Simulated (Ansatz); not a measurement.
`FC[SiH2]CI` + CH₃OH → `CO[SiH2]CF` + `CI`  (ligand exchange at the Si–C bond)

Calculated with Ansatz (gas phase, PBE0-D4/def2-TZVP geometries, no zero-point term in ΔE). CCSD(T)/CBS adds triple-zeta CCSD(T) − MP2 to the extrapolated MP2 energy (def2 sets, frozen cores). This one scheme is used for every species. def2 core potentials past Kr. For I outer-core shells are correlated without core-valence functions, which leaves a few kJ/mol of doubt a bond. Each species was taken in one conformer, which may not be the lowest.

| species | CCSD(T)/CBS(def2) energy (Eh) |
| --- | --- |
| `FC[SiH2]CI` | -766.02132 |
| CH₃OH | -115.61712 |
| `CO[SiH2]CF` | -544.37599 |
| `CI` | -337.29646 |

Q: Work out ΔE.

A: ΔE = (-544.37599) + (-337.29646) − (-766.02132) − (-115.61712) = -0.03401 Eh = -0.93 eV.

Largest T1 diagnostic among the species: 0.011.

In def2-TZVPP, CCSD(T) changes the Hartree–Fock value by +0.24 eV (the triples alone add +0.03 eV) and MP2 by +0.24 eV. The D4 term adds +0.06 eV with B3LYP and +0.03 eV with PBE0; it sums over pairs of atoms, weighted by their polarisabilities, and B3LYP, whose exchange is more repulsive, gets the larger term.

B3LYP here is the variant with VWN-RPA as its local correlation; programs differ in this.
